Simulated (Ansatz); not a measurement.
Computed with Ansatz on PBE0-D4/def2-TZVP structures; ΔE is electronic, products minus reactants. CBS: MP2 limit from def2 TZ/QZ plus the TZ coupled-cluster correction, frozen cores. This one scheme is used for every species. DFT in def2-TZVPP. For Ga outer-core shells are correlated without core-valence functions, which leaves a few kJ/mol of doubt a bond. Scalar relativity is left out up to krypton. One conformer a species, not always the lowest.

Consider the redistribution: `[SiH3][NH][GaH][SiH3]` + `FB(F)S` → `[SiH3][GaH][SH]` + `FB(F)N[SiH3]`.

```csv
level,ΔE (eV)
PBE0-D4,-1.01
r2SCAN,-0.99
```

Problem. What does CCSD(T)/CBS give? (Best estimate.)

Solution. Ansatz gave: -0.96 eV. The listed levels differ from it by -0.05, -0.03 eV.

Largest T1 diagnostic among the species: 0.014.

From PBE to PBE0 (25 % exact exchange), in def2-TZVPP and without D4, ΔE moves by −0.07 eV. In def2-TZVPP, CCSD(T) changes the Hartree–Fock value by +0.22 eV (the triples alone add +0.04 eV) and MP2 by +0.24 eV.
